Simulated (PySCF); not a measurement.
**NMR data sheet: C₂H₈B₂**

| Item | Value |
| --- | --- |
| Formula | C2H8B2 |
| SMILES | BCBC |
| InChI | InChI=1S/C2H8B2/c1-4-2-3/h4H,2-3H2,1H3 |
| Point group of the computed structure | C1 |
| Carbon signals | 2 |
| Proton signals | 4 |

Structure with atom numbers: `[BH2:1][CH2:2][BH:3][CH3:4]`; H(Xn) means a hydrogen on atom n.

PySCF calculation with shielding tensors at PBE0/pcSseg-1 (GIAO), coordinates at the PBE0-D3(BJ)/def2-SVP level and couplings computed with B3LYP/pcJ-1 (spin–dipole term only in couplings to heteroatoms); isolated molecule, one computed conformer, averaged over atoms made equivalent by symmetry, fast rotation or ring inversion, non-relativistic.

δ = σ(ref) − σ, references computed at the same level: 1H (σref 31.27) and 13C (σref 184.41) against TMS; 11B (σref 100.73) vs BF3·OEt2.

| carbon | δC, type | δH (multiplicity, J in Hz) | HMBC from (abs. J ≥ 3 Hz) | span of the C tensor (ppm) |
| --- | --- | --- | --- | --- |
| C2 | 65.9, CH2 | 4.09 (t, 8.1) | H(B1), H(B3) | 171 |
| C4 | 20.7, CH3 | 1.26 (s) | H(B3), H(C2) | 43 |

Other nuclei:
```json
{"atoms": "H(B1)", "nucleus": "1H", "environment": "hydrogen on a boron bonded to C", "δ (ppm)": "7.83", "σ (ppm)": "23.44"}
{"atoms": "H(B3)", "nucleus": "1H", "environment": "hydrogen on a boron bonded to 2 C", "δ (ppm)": "7.58", "σ (ppm)": "23.69"}
{"atoms": "B3", "nucleus": "11B", "environment": "boron bonded to 2 C, H", "δ (ppm)": "88.1", "σ (ppm)": "12.7"}
{"atoms": "B1", "nucleus": "11B", "environment": "boron bonded to C, 2 H", "δ (ppm)": "88.0", "σ (ppm)": "12.7"}
```

Selected couplings (Hz, signed; the shortest-range and largest first, 30 at most; isotopes 11B, 1H, 13C): 1J(B1,H(B1)) 137.7, 1J(B3,H(B3)) 132.7, 1J(C2,H(C2)) 132.4, 1J(C4,H(C4)) 124.2, 1J(B3,C4) 52.1, 1J(B1,C2) 39.3, 1J(C2,B3) 35.1, 2J(B1,H(C2)) -9.2, 2J(B3,H(C2)) -9.1, 2J(B3,H(C4)) -5.0, 2J(C2,C4) 2.6, 2J(B1,B3) 1.4, 3J(H(B1),H(C2)) 8.1, 3J(H(C2),H(B3)) 6.6, 3J(H(B3),H(C4)) 5.1, 4J(B1,H(C4)) 1.6.

1. δC 65.9: sp3 CH2 bonded to 2 B.
2. δC 20.7: methyl carbon bonded to B.
3. δH 7.58: hydrogen on a boron bonded to 2 C.
4. δH 4.09: hydrogen on an sp3 CH2 bonded to 2 B.
5. δH 1.26: hydrogen on a methyl carbon bonded to B.
6. The protons at 7.58 and 1.26 share a coupling of 5.1 Hz (vicinal).

Hydrogens on boron are broadened and split by 11B (spin 3/2, 80 %) and 10B (spin 3). A carbon bonded to boron is broadened by the quadrupolar boron nucleus and is often missing from a measured spectrum. Multiplet labels drop couplings under 1 Hz and merge nearly equal ones. Shifts are as computed. Against solution values, carbons near 30 ppm lie about +2 ppm off and those near 130 ppm about +5 ppm. Of 1211 compounds with measured shifts, 218 miss one by over three times the rms of a fit or turn the order of signals round; such compounds aren't used in these exercises. Only one conformer was computed, so three-bond couplings in flexible chains and rings are approximate.
